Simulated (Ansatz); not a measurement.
Ansatz results at the PBE0-D4/def2-TZVP geometry: HOMO energy (PBE0/def2-TZVPP) -9.90 eV; HOMO–LUMO gap (ωB97M-V/def2-TZVPP) 11.04 eV; HOMO–LUMO gap (PBE/def2-TZVPP) 4.32 eV.

Question: Which molecule gave them?
A. `C[CH2][In]([F])[Cl]`
B. `C#[C][In]([Cl])[Cl]`
C. `[F][In]([F])[Cl]`
D. `C=[CH][InH][Cl]`

Answer: C. The others give `C=[CH][InH][Cl]`: -8.01, 9.92, 4.08; `C#[C][In]([Cl])[Cl]`: -8.84, 10.74, 4.78; `C[CH2][In]([F])[Cl]`: -8.34, 10.64, 4.62.
